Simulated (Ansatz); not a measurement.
Cost and result for the atomization energy of C3H7BO3 (`C=CCOB(O)O`) (14 atoms, 13 bonds).

Cartesian coordinates in Å:
```
C -0.1340 0.3058 -2.7967
C -0.6167 0.0821 -1.5843
C 0.2068 -0.3690 -0.4289
O -0.0046 0.5030 0.6717
B 0.1512 0.0720 1.9540
O -0.0490 0.9479 2.9859
O 0.5001 -1.2208 2.2218
H -0.7752 0.5996 -3.6195
H 0.9247 0.1969 -3.0119
H -1.6785 0.2073 -1.3851
H -0.0663 -1.3916 -0.1454
H 1.2684 -0.3711 -0.6973
H -0.2886 1.8221 2.6704
H 0.5619 -1.3843 3.1653
```

Charge 0, multiplicity 1. The geometry is a stationary point of PBE0-D4/def2-TZVP. It is one conformer, not always the lowest. Program: Ansatz. All runs use 2 threads of an AMD EPYC 7R13 on a shared host and a share of an NVIDIA H100 80 GB. Times are those of one run each, without the atoms' runs, and a repeat can differ threefold. Electronic energies, without spin–orbit coupling; frozen cores. CCSD(T)/CBS adds CCSD(T) − MP2 in def2-TZVPP to the MP2 limit, and its time is that of the two runs behind it. T1 = 0.012. B3LYP takes the VWN-RPA correlation (the form of Gaussian; ORCA's B3LYP/G).

CCSD(T)/CBS is a level of theory with its own doubt, some kJ/mol a heavy atom from the limit and from the frozen cores, so smaller differences don't rank the functionals.

| level | functions | wall time |
| --- | --- | --- |
| PBE0-D4/def2-TZVPP | 315 | 1.9 s |
| PBE-D4/def2-TZVPP (with forces) | 315 | 2.2 s |
| r2SCAN-D4/def2-TZVPP (with forces) | 315 | 2.3 s |
| B3LYP-D4/def2-TZVPP (with forces) | 315 | 2.3 s |
| ωB97X-V/def2-TZVPP | 315 | 2.8 s |
| B2PLYP/def2-TZVPP | 315 | 2.9 s |
| ωB97M-V/def2-TZVPP (with forces) | 315 | 3.5 s |
| MP2/def2-QZVPP | 609 | 4.1 s |
| CCSD(T)/def2-TZVPP | 315 | 4.5 s |
| CCSD(T)/CBS(def2) | – | 8.7 s |

Task: What atomization energy does each give, and how far from CCSD(T)/CBS? (An estimate is asked.)

Result: Ansatz gave: 
| level | atomization (kcal/mol) | difference from CCSD(T)/CBS | per bond |
| --- | --- | --- | --- |
| PBE0-D4/def2-TZVPP | 1462.9 | 4.6 | 0.4 |
| PBE-D4/def2-TZVPP (with forces) | 1496.1 | 37.8 | 2.9 |
| r2SCAN-D4/def2-TZVPP (with forces) | 1464.6 | 6.3 | 0.5 |
| B3LYP-D4/def2-TZVPP (with forces) | 1457.3 | -1.0 | -0.1 |
| ωB97X-V/def2-TZVPP | 1457.0 | -1.3 | -0.1 |
| B2PLYP/def2-TZVPP | 1446.5 | -11.8 | -0.9 |
| ωB97M-V/def2-TZVPP (with forces) | 1463.7 | 5.4 | 0.4 |
| MP2/def2-QZVPP | 1480.9 | 22.6 | 1.7 |
| CCSD(T)/def2-TZVPP | 1421.8 | -36.5 | -2.8 |
| CCSD(T)/CBS(def2) | 1458.3 | 0.0 | 0.0 |

The D4 term adds +9.5 kcal/mol with B3LYP and +5.0 kcal/mol with PBE0; it sums over pairs of atoms, weighted by their polarisabilities, and B3LYP, whose exchange is more repulsive, gets the larger term. From PBE to PBE0 (25 % exact exchange), in def2-TZVPP and without D4, the atomization energy moves by −32.3 kcal/mol: exact exchange takes away binding that semilocal exchange gives to molecules. In def2-TZVPP, CCSD(T) changes the Hartree–Fock value by +355.9 kcal/mol (the triples alone add +22.9 kcal/mol) and MP2 by +393.5 kcal/mol; breaking electron pairs costs correlation energy, which Hartree–Fock lacks.
